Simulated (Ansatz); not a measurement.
`[SiH3][CH]1[NH][AlH]1` + `[OH][SnH2][OH]` → `[OH][SnH2][O][SiH3]` + `[CH2]1[NH][AlH]1`  (ligand exchange at the Si–C bond)

Gas-phase electronic energies from Ansatz, PBE0-D4/def2-TZVP geometries. CCSD(T)/CBS is the MP2 limit (def2-TZVPP, def2-QZVPP) plus CCSD(T) − MP2 in def2-TZVPP, frozen cores. DFT in def2-TZVPP. def2 core potentials past Kr. For Sn outer-core shells are correlated without core-valence functions, which leaves a few kJ/mol of doubt a bond. Each species was taken in one conformer, which may not be the lowest.

`[SiH3][CH]1[NH][AlH]1`:

Z-matrix (Å, degrees):
```
Si
C 1 1.853
H 1 1.491 2 111.0
H 1 1.495 2 113.4 3 121.6
H 1 1.495 2 109.4 3 -119.5
N 2 1.522 1 116.7 3 175.0
Al 2 1.926 1 120.3 3 107.8
H 2 1.095 1 114.9 3 -46.8
H 6 1.005 2 120.3 1 62.8
H 7 1.568 2 164.3 1 -76.8
```

`[OH][SnH2][OH]`:

Cartesian coordinates in Å:
```
O 0.602 0.553 1.473
Sn -0.543 0.190 -0.079
O 0.487 -0.934 -1.314
H 0.866 -0.241 1.944
H -1.870 -0.788 0.335
H -0.834 1.733 -0.727
H 1.290 -0.513 -1.631
```

`[OH][SnH2][O][SiH3]`:

Cartesian coordinates in Å:
```
O 2.196 -0.756 -0.108
Sn 0.470 -1.363 0.585
O -0.704 0.201 0.573
Si -1.156 1.313 -0.533
H 2.633 -0.110 0.451
H 0.569 -1.798 2.225
H -0.083 -2.492 -0.552
H -0.203 2.457 -0.566
H -2.504 1.827 -0.174
H -1.217 0.721 -1.901
```

`[CH2]1[NH][AlH]1`:

Cartesian coordinates in Å:
```
C -0.722 -0.310 -0.316
N 0.074 0.113 0.892
Al 1.064 0.368 -0.490
H -0.958 -1.376 -0.372
H -1.607 0.293 -0.529
H -0.316 0.048 1.816
H 2.464 0.864 -1.002
```

(1) Is it downhill or uphill in electronic energy at CCSD(T)/CBS, and by how much? (Estimate.)

(2) What do these levels give: revPBE-D4, r2SCAN-D4, B2PLYP, r2SCAN, r2SCANh, BHLYP, CAM-B3LYP, HF/def2-TZVPP, SCS-MP2/def2-TZVPP, CCSD/def2-TZVPP, CCSD(T)/def2-TZVPP, HF/CBS(def2)? (Estimate.)

Largest T1 diagnostic among the species: 0.015.

Results:

(1) Ansatz gave: Downhill: ΔE = -97.6 kJ/mol.

(2) Computed: revPBE-D4 -79.0, r2SCAN-D4 -93.7, B2PLYP -100.6, r2SCAN -93.8, r2SCANh -95.1, BHLYP -108.5, CAM-B3LYP -103.4, HF/def2-TZVPP -121.2, SCS-MP2/def2-TZVPP -103.3, CCSD/def2-TZVPP -102.1, CCSD(T)/def2-TZVPP -98.4, HF/CBS(def2) -123.4 kJ/mol.

From PBE to PBE0 (25 % exact exchange), in def2-TZVPP and without D4, ΔE moves by −6.7 kJ/mol. In def2-TZVPP, CCSD(T) changes the Hartree–Fock value by +22.8 kJ/mol (the triples alone add +3.7 kJ/mol) and MP2 by +23.1 kJ/mol. Leaving LDA and LC-ωPBE aside and taking each functional with its dispersion term where it has one, the values, not all of them listed here, spread over 28.6 kJ/mol, from BHLYP-D4 to revPBE-D4.
